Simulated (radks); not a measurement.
Question: The gold ion Au4+ is in [Xe] 4f14 5d7. Calculated with a radial shooting solver on a logarithmic mesh with Libxc functionals: scalar-relativistic Kohn-Sham, PBE, spin-polarised, spherical densities, finite nucleus; Fermi nuclear charge, rms radius of each element as measured or else 0.836 A^(1/3) + 0.57 fm. Open shells are filled with parallel spins first. One electron is removed from 4f, 5s, 5d, 5p in turn, with full relaxation. Which removal costs least, and what does each cost?

Answer: 5d 60.866 eV; 5p 118.64 eV; 4f 148.33 eV; 5s 168.85 eV. The 5d electron leaves first.
